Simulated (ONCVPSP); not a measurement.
Which change was made? (Cl, ONCV)

| Property | Result |
| --- | --- |
| Element | Cl (Z = 17) |
| Generator | ONCVPSP 4.0.1 |
| Type | optimised norm-conserving Vanderbilt (ONCV) |
| Functional | PBE |
| Relativity | scalar-relativistic |
| Frozen core | [He] |
| Valence charge | 15 |
| Reference configuration | 2s2 2p6 3s2 3p3 (charge +2) |
| Partial waves | 2s+3s: rc 0.60 bohr, ncon 4, nbas 8, qcut 21.9 1/bohr, 2 projectors; 2p+3p: rc 0.75 bohr, ncon 4, nbas 8, qcut 18.1 1/bohr, 3 projectors, debl 3.7 Ha; d scattering state at 0.35 Ha: rc 0.65 bohr, ncon 4, nbas 7, qcut 17.1 1/bohr, 3 projectors, debl 3.5 Ha |
| Local potential | polynomial inside 0.50 bohr (lpopt 1, dvloc0 1 Ha) |
| Core correction | polynomial model core, fcfact 0.7 |

Cutoffs, loose and tight: the cutoffs (Ha) at which the residual kinetic energy of the hardest occupied pseudo-wave falls to 1 and 0.1 mHa per electron. They do not see the model core or the augmentation charge, which bear on the density cutoff. Test errors are all-electron minus pseudo excitation energies from the reference, over the configurations 2s2 2p6 3s2 3p5; 2s2 2p6 3s2 3p4; 2s2 2p6 3s2 3p2; 2s2 2p6 3s2 3p1; variants that change the core or the reference have their own tests.

The base gives: outcome: generated; cutoff, loose: 163 Ha; cutoff, tight: 192 Ha; bound ghosts: none; GHOST(+) flags above zero: s, d; largest test error (meV): +10.

(1) After one change the result is: outcome: generated; cutoff, loose: 163 Ha; cutoff, tight: 192 Ha; bound ghosts: none; GHOST(+) flags above zero: s, d; largest test error (meV): +803. Which change was it?
A. s: qcut 27; p: qcut 22.3; d: qcut 21.1
B. local potential polynomial inside 0.55 bohr (lpopt 5, dvloc0 -1 Ha)
C. reference 2s2 2p6 3s2 3p5

Answers

(1) C. The others give: local potential polynomial inside 0.55 bohr (lpopt 5, dvloc0 -1 Ha) → outcome: generated; cutoff, loose: 163 Ha; cutoff, tight: 192 Ha; bound ghosts: d; GHOST(+) flags above zero: none; largest test error (meV): +9.7 | s: qcut 27; p: qcut 22.3; d: qcut 21.1 → outcome: generated; cutoff, loose: 197 Ha; cutoff, tight: 238 Ha; bound ghosts: none; GHOST(+) flags above zero: none; largest test error (meV): +6.5.
